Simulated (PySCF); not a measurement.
Energy of Fe (iron, neutral) between two integer charges

The 4s beta orbital of [Ar] 3d6 4s2 is emptied in steps (occupation f), with all orbitals relaxed, ending at [Ar] 3d6 4s1. Calculation: PySCF 2.14, in aug-cc-pVDZ (7s6p4d2f, 59 functions); the non-relativistic Hamiltonian (point nucleus). The exact energy is a straight line in f; departures are measured from the line between the end points of the same method.

**Question.** Among UHF, LDA, PBE, which shows the largest delocalisation error (convex curve), and which is closest to linear?

**Answer.** Most convex: LDA (-0.743 eV at f = 0.4); closest to linear: UHF (0.042 eV).

| f | UHF (eV) | LDA (eV) | PBE (eV) |
| --- | --- | --- | --- |
| 1 | 0.000 | 0.000 | 0.000 |
| 0.8 | 0.032 | -0.492 | -0.476 |
| 0.6 | 0.045 | -0.741 | -0.718 |
| 0.4 | 0.042 | -0.743 | -0.723 |
| 0.2 | 0.027 | -0.496 | -0.483 |
| 0 | 0.000 | 0.000 | 0.000 |

```
method  E(f=0) − E(f=1) (eV)  −ε at f=1 (eV)  −ε at f=0.4 (eV)
   UHF                 6.369           6.583             6.322
   LDA                 8.023           4.960             8.637
   PBE                 7.722           4.766             8.304
```

Reference removal energy between the ground levels: 7.902 eV (measured; NIST Atomic Spectra Database, ionization energies). The calculation has no spin-orbit coupling. UHF lacks correlation.
